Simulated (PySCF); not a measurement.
Compound: C5H15PSi2.
Numbering: `[SiH3:1][PH:2][SiH2:3][CH:4]1[CH2:5][CH2:6][CH2:7][CH2:8]1`

Structure used (GFN2-xTB), in Å, numbered top down from 1:
```xyz
23
C5H15PSi2 angstrom
Si     4.4174    0.0508    0.6867
P      2.4422    1.0702    0.7898
Si     1.2167   -0.1810   -0.5980
C     -0.5882    0.3881   -0.4305
C     -1.5569   -0.2960   -1.3909
C     -2.9357    0.0611   -0.8301
C     -2.7358    0.1987    0.6914
C     -1.2218    0.0914    0.9305
H      4.3348   -1.4037    0.8430
H      4.9893    0.3664   -0.6199
H      5.2327    0.6091    1.7645
H      2.0261    0.4468    1.9473
H      1.7201    0.0612   -1.9543
H      1.3067   -1.6241   -0.3245
H     -0.6447    1.4687   -0.6028
H     -1.4279    0.0352   -2.4201
H     -1.4066   -1.3765   -1.3607
H     -3.2693    1.0099   -1.2526
H     -3.6820   -0.6931   -1.0768
H     -3.2710   -0.5787    1.2359
H     -3.1105    1.1615    1.0383
H     -0.9661   -0.9240    1.2422
H     -0.8742    0.7787    1.7015
```

Probes without a nucleus sit at each ring's centroid and 1 Å off its mean plane on both sides; NICS is minus the shielding there, NICSzz its component along the normal. Level: GIAO PBE0/pcSseg-1 (PySCF, non-relativistic, gas phase) on the GFN2-xTB geometry, one conformer.

Ring bond lengths (Å), with Mayer bond orders in brackets: C4–C5 1.526 (1.01), C5–C6 1.531 (1.04), C6–C7 1.541 (1.03), C7–C8 1.537 (1.04), C8–C4 1.530 (1.01).

Give the NICS values of each ring in ppm.

```json
{"ring": "C4–C5–C6–C7–C8", "type": "5-membered carbocycle; formal bonds all single", "NICS(0)": "-5.8", "NICS(1), two faces": "-4.2 / -4.4", "NICS(1)zz, two faces": "-4.3 / -4.6", "rms pucker (Å)": "0.18", "centre to ring atoms, mean (Å)": "1.28"}
```

What can be read from them?

- C4–C5–C6–C7–C8: mean NICS(1)zz -4.5 ppm, shielded. C4, C5, C6, C7, C8 have four or more neighbours, and the NICS criterion for π rings isn't applied.

At the second NICS(1) probe listed for ring C4–C5–C6–C7–C8, 1 Å off the ring, what do the in-plane components average?

The isotropic value is a third of the trace: (3 × -4.4 − (-4.6))/2 = -4.3 ppm.

Time: 43 s. Hardware: an Arm Neoverse V2 with one thread, shared host. This is the whole shielding run at PBE0/pcSseg-1, SCF included.
